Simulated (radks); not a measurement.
Values are calculated unless marked as measured or tabulated.
Effect of the nuclear size on neutral rubidium, [Kr] 5s1. Code: a radial shooting solver on a logarithmic mesh with Libxc functionals. Model: Dirac Kohn-Sham, LDA (Slater exchange, Perdew-Wang correlation), spin-unpolarised, spherical densities, finite nucleus; Fermi nuclear charge, rms radius 4.2036 fm. The rms radius is varied about that value; shifts are against it.

rms radius (fm)  total energy shift (eV)  density at nucleus (e/bohr^3)  1s1/2 shift (meV)  2s1/2 shift (meV)  3p1/2 shift (meV)  4s1/2 shift (meV)
3.3713                            -0.257                      5.571e+04               -109              -11.1              0.181             -0.211
3.9136                           -0.0956                      5.501e+04              -40.5              -4.14              0.067             -0.078
4.2036                                 0                      5.468e+04              0.000              0.000              0.000              0.000
4.3633                            0.0553                      5.451e+04               23.5               2.40             -0.039              0.045
4.8846                             0.249                        5.4e+04                106               10.8             -0.175              0.204

Slopes of the eigenvalues against <r^2> in GHz/fm^2, as finite differences over the two radii next to the reference (eigenvalue slopes, not the field-shift constants of lines): 1s1/2 4160, 2s1/2 425, 3p1/2 -6.88, 4s1/2 8.02.
